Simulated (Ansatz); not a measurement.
Stepwise reaction of `F[Si]([SiH3])(Cl)Cl` with ammonia, as a gas-phase model of exchange steps in deposition or etching. ΔE in kJ/mol; ΔG adds harmonic PBE0-D4 terms to CCSD(T)/CBS, at 1 bar.

Isolated molecules relaxed with PBE0-D4/def2-TZVP in Ansatz; ΔE leaves out vibrations. CCSD(T)/CBS adds triple-zeta CCSD(T) − MP2 to the extrapolated MP2 energy (def2 sets, frozen cores). This one scheme is used for every species. DFT in def2-TZVPP. B3LYP here is the variant with VWN-RPA as its local correlation; programs differ in this. One conformer a species, not always the lowest.

```json
{"step": "2", "reaction": "`N[Si](F)([SiH3])Cl` + NH₃ → `N[Si](N)(F)[SiH3]` + HCl", "PBE-D4": "39.5", "B3LYP-D4": "36.2", "ωB97M-V": "36.7", "CCSD(T)/CBS": "35.9", "ΔG(400 K)": "32.4"}
```

**Question.** Give the row of step 1, `F[Si]([SiH3])(Cl)Cl` + NH₃ → `N[Si](F)([SiH3])Cl` + HCl. (Estimate.)

**Answer.** Ansatz gave: 
| step | reaction | PBE-D4 | B3LYP-D4 | ωB97M-V | CCSD(T)/CBS | ΔG(400 K) |
| --- | --- | --- | --- | --- | --- | --- |
| 1 | `F[Si]([SiH3])(Cl)Cl` + NH₃ → `N[Si](F)([SiH3])Cl` + HCl | 39.5 | 34.7 | 35.7 | 35.2 | 26.4 |

**Question.** By hand: ΔE of the 2 steps together at CCSD(T)/CBS.

**Answer.** (35.2) + (35.9) = 71.1 kJ/mol, or 35.5 kJ/mol a step.

In ΔE the steps differ by no more than 0.7 kJ/mol. All are uphill at CCSD(T)/CBS. ΔG lies between 26.4 and 32.4 kJ/mol a step. PBE-D4 differs from CCSD(T)/CBS by 3.6 to 4.3 kJ/mol a step. Only this route is followed, and other bonds may react first. Isolated molecules leave out the surface, adducts and barriers. Largest T1 diagnostic: 0.012.
